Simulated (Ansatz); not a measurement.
Born–Oppenheimer molecular dynamics of CH₈OSi₂ (12 atoms, charge 0, multiplicity 1). It starts from a relaxed structure.

Level of theory: RKS PBE/def2-SVP (Ansatz 0.2.0).

- ensemble: NVE (velocity Verlet)
- time step: 0.25 fs
- steps asked: 300
- starting velocities drawn for: 1500 K
- masses: H 2.014 u
- seed: 278383

First frame:

```xyz
12
Properties=species:S:1:pos:R:3
Si -0.236 -0.172 -0.096
H -0.621 -0.153 1.363
H 1.186 0.297 -0.233
O -1.210 0.905 -0.940
Si -2.629 1.786 -0.883
H -3.088 1.970 0.542
H -2.392 3.132 -1.507
H -3.710 1.077 -1.654
C -0.416 -1.908 -0.795
H -1.453 -2.285 -0.680
H -0.158 -1.928 -1.874
H 0.265 -2.606 -0.265
```

Question: How far do the bonds stretch over the last three quarters of this one trajectory? (Pairs bonded in most of those frames.)

Answer: 
```
  bond  mean (Å)  spread (Å)  shortest  longest
Si1–H2     1.525       0.058      1.43     1.60
Si1–H3     1.531       0.103      1.37     1.70
Si1–O4     1.689       0.044      1.64     1.76
Si1–C9     1.904       0.033      1.85     1.95
O4–Si5     1.677       0.030      1.62     1.72
Si5–H6     1.504       0.034      1.45     1.56
Si5–H7     1.508       0.018      1.48     1.54
Si5–H8     1.517       0.039      1.45     1.57
C9–H10     1.126       0.071      1.02     1.23
C9–H11     1.114       0.052      1.02     1.21
C9–H12     1.131       0.084      0.99     1.26
```

Mean temperature of the second half: 868 K. The conserved energy stayed within 0.15 meV per atom of its start (net change 0.092 meV per atom), so the integration is sound. Over the second half the temperature averaged 0.58 of the 1500 K drawn at the start: a run that starts near a minimum puts about half its kinetic energy into the potential. A run of 0.075 ps of so small a system gives no equilibrium averages.

Time of the run: 7.8 min on 2 threads of Arm Neoverse V2, on a shared host, peak memory 0.13 GiB.
